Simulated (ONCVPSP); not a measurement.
## chromium (Cr): one change to an ONCV potential, before and after

Cr, optimised norm-conserving Vanderbilt (ONCV), made with ONCVPSP 4.0.1 (PBEsol, scalar-relativistic). Core [Ne] 3s2, reference 3p6 3d4 4s2. Waves: 4s: rc 2.30 bohr, ncon 3, nbas 7, qcut 2.3 1/bohr, 2 projectors, debl 1.9 Ha; 3p: rc 1.10 bohr, ncon 4, nbas 9, qcut 13.1 1/bohr, 2 projectors, debl 2.5 Ha; 3d: rc 1.90 bohr, ncon 3, nbas 8, qcut 7.8 1/bohr, 2 projectors, debl 1.8 Ha. Local part: polynomial inside 0.95 bohr (lpopt 5, dvloc0 0 Ha). Core correction: Teter function fitted to the true core (icmod 2), fcfact 0.5.

Change: s: rc 1.5.

Cutoffs: the cutoffs (Ha) at which the residual kinetic energy of the hardest occupied pseudo-wave falls to 1 and 0.1 mHa per electron; they do not see the model core or the augmentation charge, which bear on the density cutoff. Errors are all-electron minus pseudo energies relative to the spin-unpolarised reference configuration.

Task: How do hardness, ghosts and transferability respond?

Result: The potential gets harder (45 Ha and 60 Ha → 73 Ha and 94 Ha); both files keep a bound ghost (s); of the 4 tests that both files solve, the error grows in 3 and shrinks in 1 by more than 15 % and 0.3 meV (median size 31.4 → 63.0 meV). A smaller radius makes the pseudo-wave follow the all-electron one further in, where it bends more sharply, so more plane waves are needed.

| quantity | base | changed |
| --- | --- | --- |
| cutoff, loose | 45 Ha | 73 Ha |
| cutoff, tight | 60 Ha | 94 Ha |
| loose cutoff by channel | s 4.6 Ha, p 45 Ha, d 24 Ha | s 73 Ha, p 45 Ha, d 24 Ha |
| bound ghosts | s | s |
| GHOST(+) flags under 300 eV | none | none |
| error for 3p6 3d5 4s1, meV [ΔE 0.09 eV] | +26 | +42 |
| error for 3p6 3d5 4s0, meV [ΔE 6.97 eV] | +37 | +84 |
| error for 3p6 3d4 4s0, meV [ΔE 22.98 eV] | -7.8 | +11 |
| error for 3p6 3d3 4s0, meV [ΔE 53.69 eV] | +161 | +119 |
| p: phases at 1.11 bohr within 0.05 rad from the reference energy up to (Ha; the scan ends near 5) | to the end of the scan | to the end of the scan |
| d: phases at 1.93 bohr within 0.05 rad from the reference energy up to (Ha; the scan ends near 5) | to the end of the scan | to the end of the scan |
| rms error of d²Exc/dni dnj with the model core, mHa | 1.77 | 1.78 |

 A true bound ghost makes a file unfit for plane-wave use even where its test errors are small: the radial tests pick states by their node count and pass the ghost by.
